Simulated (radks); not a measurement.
Species: neutral vanadium. Configuration: [Ar] 3d3 4s2 (the NIST ground configuration). All-electron calculation, non-relativistic Kohn-Sham, BLYP, spin-unpolarised, spherical densities, point nucleus. Program: a radial shooting solver on a logarithmic mesh with Libxc functionals.

Unscreened Slater integrals over Kohn-Sham orbitals (eV). Empty in this configuration: 4p.

F0(4s,4s): 7.2951
F0(4s,3d): 9.1605
G2(4s,3d): 1.3949
F0(4s,3p): 9.5015
G1(4s,3p): 0.52947
F0(4s,3s): 9.5457
G0(4s,3s): 0.37159
F0(4s,4p): 5.9275
G1(4s,4p): 3.5352
F0(3d,3d): 17.898
F2(3d,3d): 7.9810
F4(3d,3d): 4.9116
F0(3d,3p): 20.511
F2(3d,3p): 9.4067
G1(3d,3p): 11.685
G3(3d,3p): 6.9917
F0(3d,3s): 21.028
G2(3d,3s): 8.7591
F0(3d,4p): 6.7597
F2(3d,4p): 1.3880
G1(3d,4p): 0.73040
G3(3d,4p): 0.53910
F0(3p,3p): 24.144
F2(3p,3p): 12.076
F0(3p,3s): 24.860
G1(3p,3s): 16.487
F0(3p,4p): 6.9054
F2(3p,4p): 0.93195
G0(3p,4p): 0.20860
G2(3p,4p): 0.23513
F0(3s,3s): 25.647
F0(3s,4p): 6.9252
G1(3s,4p): 0.24378
F0(4p,4p): 5.1223
F2(4p,4p): 2.5750

Derived for the open shells (J is the average intra-shell exchange parameter used in DFT+U). 3d: Racah B = F2/49 - 5 F4/441 = 0.1072 eV, C = 35 F4/441 = 0.3898 eV, C/B = 3.64, F4/F2 = 0.615, J = (F2 + F4)/14 = 0.9209 eV.
